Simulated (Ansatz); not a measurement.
Gas-phase electronic energies from Ansatz, PBE0-D4/def2-TZVP geometries. CCSD(T)/CBS is the MP2 limit (def2-TZVPP, def2-QZVPP) plus CCSD(T) − MP2 in def2-TZVPP, frozen cores. DFT in def2-TZVPP. HSE06 is defined as in plane-wave codes. Each species was taken in one conformer, which may not be the lowest.

Consider the cleavage of the B–Si bond: `B[SiH]([SiH3])[SiH3]` + `C=C[SiH2]N` → `BN[SiH2]C=C` + `[SiH3][SiH2][SiH3]`.

`B[SiH]([SiH3])[SiH3]`:

Cartesian coordinates in Å:
```
B -1.101 -0.894 -1.637
Si 0.282 -0.698 -0.220
Si 1.454 1.299 -0.593
Si -0.802 -0.373 1.834
H -1.902 -0.017 -1.780
H -1.174 -1.845 -2.355
H 1.249 -1.827 -0.099
H 0.491 2.433 -0.598
H 2.172 1.277 -1.895
H 2.448 1.517 0.492
H -1.649 -1.541 2.198
H 0.201 -0.163 2.912
H -1.669 0.832 1.741
```

`C=C[SiH2]N`:

Cartesian coordinates in Å:
```
C -0.850 -0.699 1.397
C 0.232 0.050 1.201
Si 0.804 0.586 -0.491
N -0.175 0.044 -1.790
H -1.176 -1.007 2.387
H -1.459 -1.038 0.563
H 0.806 0.361 2.074
H 2.182 0.067 -0.707
H 0.832 2.074 -0.527
H -1.064 0.468 -1.991
H -0.133 -0.907 -2.117
```

`BN[SiH2]C=C`:

```xyz
13

B    -2.556    0.684    0.228
N    -1.168    0.838    0.306
Si    0.034    0.112   -0.734
C     1.195   -0.968    0.231
C     2.505   -0.739    0.282
H    -3.017   -0.007   -0.634
H    -3.259    1.241    1.023
H    -0.818    1.423    1.053
H     0.864    1.168   -1.377
H    -0.720   -0.654   -1.755
H     0.798   -1.824    0.776
H     2.955    0.100   -0.241
H     3.186   -1.374    0.842
```

`[SiH3][SiH2][SiH3]`:

```xyz
11

Si   -0.328   -0.893    1.704
Si    0.253   -0.763   -0.557
Si    0.142    1.452   -1.296
H    -0.264   -2.295    2.198
H    -1.711   -0.381    1.899
H     0.603   -0.059    2.512
H    -0.676   -1.606   -1.361
H     1.636   -1.286   -0.749
H     1.076    2.295   -0.502
H    -1.239    1.975   -1.113
H     0.506    1.561   -2.734
```

```json
{"level": "r2SCAN-D4", "ΔE (kJ/mol)": "-146.5", "difference from CCSD(T)/CBS": "4.2"}
{"level": "PBE0-D4", "ΔE (kJ/mol)": "-144.8", "difference from CCSD(T)/CBS": "5.9"}
{"level": "r2SCANh-D4", "ΔE (kJ/mol)": "-147.3", "difference from CCSD(T)/CBS": "3.4"}
{"level": "revPBE", "ΔE (kJ/mol)": "-142.1", "difference from CCSD(T)/CBS": "8.6"}
{"level": "BLYP", "ΔE (kJ/mol)": "-154.8", "difference from CCSD(T)/CBS": "-4.1"}
{"level": "HSE06", "ΔE (kJ/mol)": "-146.7", "difference from CCSD(T)/CBS": "4.0"}
{"level": "BHLYP", "ΔE (kJ/mol)": "-158.9", "difference from CCSD(T)/CBS": "-8.2"}
{"level": "MP2/def2-SVP", "ΔE (kJ/mol)": "-171.0", "difference from CCSD(T)/CBS": "-20.3"}
{"level": "MP2/def2-QZVPP", "ΔE (kJ/mol)": "-155.0", "difference from CCSD(T)/CBS": "-4.3"}
{"level": "SCS-MP2/def2-QZVPP", "ΔE (kJ/mol)": "-156.8", "difference from CCSD(T)/CBS": "-6.1"}
{"level": "CCSD(T)/CBS", "ΔE (kJ/mol)": "-150.7", "difference from CCSD(T)/CBS": "0"}
```

Largest T1 diagnostic among the species: 0.015.

The D4 term adds +3.2 kJ/mol with B3LYP and +1.9 kJ/mol with PBE0; it sums over pairs of atoms, weighted by their polarisabilities, and B3LYP, whose exchange is more repulsive, gets the larger term. In def2-TZVPP, CCSD(T) changes the Hartree–Fock value by +7.1 kJ/mol (the triples alone add +0.4 kJ/mol) and MP2 by +3.9 kJ/mol. At CCSD(T), def2-SVP lies −18.0 kJ/mol from the extrapolated value and def2-TZVPP −2.3 kJ/mol.

CCSD(T)/CBS has its own doubt, a few kJ/mol and more with outer-core shells, so smaller differences from it don't rank the levels.

B3LYP here is the variant with VWN-RPA as its local correlation; programs differ in this.
